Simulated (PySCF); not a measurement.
Input of a run (PBE0-D3(BJ)/def2-SVP geometry optimisation, gas phase (PySCF 2.14.0)), started from GFN2-xTB:
```
{"job": {"xc": "PBE0", "basis": "def2-SVP", "d3": "d3bj", "grid": 1, "kind": "geom"}, "charge": 0, "multiplicity": 1}
Si    -2.172186     0.621491     0.210428
C     -0.981276    -0.871280     0.155315
C      0.409159    -0.427840    -0.111820
C      1.292972     0.197824     0.811704
C      2.435190     0.463519     0.126231
O      2.329663     0.057653    -1.149017
C      1.099839    -0.479062    -1.285845
H     -2.148200     1.291952    -1.089831
H     -3.517745     0.128122     0.511113
H     -1.738308     1.547638     1.257277
H     -1.293684    -1.569246    -0.621667
H     -1.016682    -1.403491     1.106901
H      1.092516     0.409614     1.842341
H      3.358589     0.920832     0.422352
H      0.836920    -0.863758    -2.251224
```

Output (energies in Eh, forces in Eh/bohr):
```
step   0  E = -559.31956718  max force = 0.017001
step   1  E = -559.32210433  max force = 0.002477
step   2  E = -559.32215067  max force = 0.000871
step   3  E = -559.32214129  max force = 0.002459
step   4  E = -559.32216050  max force = 0.000211
optimisation converged
```

Summarise the run.

The energy falls by 1.6 kcal/mol over 5 energy and gradient evaluations, the largest force component goes from 0.0170 to 2.1e-04 Eh/bohr, and the atoms move by 0.038 Å rms after alignment. The bond that changes most is Si1–H9 (SiH3 silicon to Si–H hydrogen), which lengthens by 0.033 Å. Bonds longer at the end by more than 0.005 Å: 10 of 15; shorter: 1. The energy rose by more than 1e-6 Eh at step 3. The first step brought 98 % of the lowering.

What are the final bond lengths?

Si1–C2 1.895 Å, C2–C3 1.493 Å, C3–C4 1.438 Å, C4–C5 1.362 Å, C5–O6 1.345 Å, O6–C7 1.350 Å, C3–C7 1.367 Å, Si1–H8 1.494 Å, Si1–H9 1.497 Å, Si1–H10 1.495 Å, C2–H11 1.102 Å, C2–H12 1.103 Å, C4–H13 1.088 Å, C5–H14 1.087 Å, C7–H15 1.087 Å. Numbering counts from 1 in the input's order; the species is `[SiH3]CC1=COC=C1`.

The run used 142 basis functions and 33 SCF cycles in all. On one thread of an Arm Neoverse V2 (shared host), this took 37 s.

No frequency check. One conformer, not necessarily the lowest.

The values belong to the conformer `[SiH3:1][CH2:2][c:3]1[cH:4][cH:5][o:6][cH:7]1`: Si1–C2–C3–C4 74°.
